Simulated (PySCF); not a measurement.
F₃H₃OSiZr, SMILES [Zr]([O][SiH3])([F])([F])[F], multiplicity 1.

Coordinates come from a B3LYP-D3(BJ)/def2-SVP optimisation. The multiplicity is an assumed one; no other spin state was optimised. The structure was generated by enumeration; whether it is a known compound was not checked. The def2 effective core potentials stand for the cores of Zr; spin–orbit coupling is left out. One conformer was computed; it need not be the lowest.

Calculation: PySCF with CAM-B3LYP/def2-TZVP.

The molecule is in vacuum.

Q: Estimate the frontier levels, gap, dipole moment and polarisability. (The exact figures need the calculation; the answer reports its results.)

A: 
* **highest occupied level**: -10.88 eV
* **lowest empty level**: -0.11 eV
* **orbital gap**: 10.77 eV
* **dipole moment**: 1.89 D
* **quadrupole, principal values (traceless, Buckingham form, about the centre of nuclear charge)**: -2.90, -2.90, 5.80 D·Å
* **mean static polarisability**: 61.4 bohr³ (9.10 Å³)
* **polarisability, principal values**: 55.9, 55.9, 72.5 bohr³
